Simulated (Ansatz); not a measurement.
All values below come from frozen-core CCSD(T)/cc-pVTZ // B3LYP-D3(BJ)/def2-TZVP (Ansatz, a quantum-chemistry and plane-wave program).

Ansatz 0.2 input:
```yaml
crystal:
  periodic: [false, false, false]
  atoms:
    - { symbol: O, position_ang: [1.759742, -0.403267, 0.100484] }
    - { symbol: C, position_ang: [0.492951, -0.009995, 0.556325] }
    - { symbol: C, position_ang: [-0.765343, -0.609203, 0.014226] }
    - { symbol: C, position_ang: [-0.416273, 0.843473, -0.268983] }
    - { symbol: H, position_ang: [1.716081, -0.57728, -0.845906] }
    - { symbol: H, position_ang: [0.544609, 0.184729, 1.618803] }
    - { symbol: H, position_ang: [-0.669276, -1.309016, -0.806922] }
    - { symbol: H, position_ang: [-1.579214, -0.829754, 0.692127] }
    - { symbol: H, position_ang: [-0.09361, 1.086649, -1.273973] }
    - { symbol: H, position_ang: [-0.989669, 1.623664, 0.213817] }
basis:
  gaussian: { orbitals: cc-pVTZ }
correlation:
  method: ccsd_t
```

Output:

```
Functional definition: HF
1167 factors; integrals over basis functions are off by at most 1.1e-3 eV
mean field evaluation 1: about -5221.0264 eV, gradient 3.6e1 eV
mean field evaluation 2: about -5221.0288 eV, gradient 3.6e1 eV
mean field evaluation 4: about -5224.0236 eV, gradient 3.7e0 eV
mean field evaluation 8: about -5224.0616 eV, gradient 1.8e-4 eV
mean field evaluation 16: about -5224.0607 eV, gradient 2.3e-1 eV
mean field -5224.06163945 eV, -191.9807242537 hartree, gradient 2.4e-6 eV, S^2 0.000000; 0 other end points of the search recorded, 0 dependent functions left out
4 core orbitals not correlated
reference -5224.06163945 eV, -191.9807242537 hartree; 12, 12 occupied and 188, 188 virtual orbitals, 1167 factors
second order -20.39761129 eV of doubles, -0.00000000 eV of singles
cycle   1  -20.62160857 eV  change   -2.2e-1 eV  update   8.3e-2
cycle   2  -21.08085654 eV  change   -4.6e-1 eV  update   2.3e-2
cycle   3  -21.16463931 eV  change   -8.4e-2 eV  update   1.0e-2
cycle   4  -21.15934401 eV  change    5.3e-3 eV  update   2.2e-3
cycle   5  -21.16023953 eV  change   -9.0e-4 eV  update   8.9e-4
cycle   6  -21.16070230 eV  change   -4.6e-4 eV  update   2.3e-4
cycle   7  -21.16062038 eV  change    8.2e-5 eV  update   9.7e-5
cycle   8  -21.16059846 eV  change    2.2e-5 eV  update   3.3e-5
cycle   9  -21.16060125 eV  change   -2.8e-6 eV  update   1.1e-5
perturbative correction -0.84931604 eV, -0.0312117888 hartree
Total energy: -5246.07155674 eV, -192.7895737952 hartree
```

Cost: about 50 core-seconds (a rough figure).
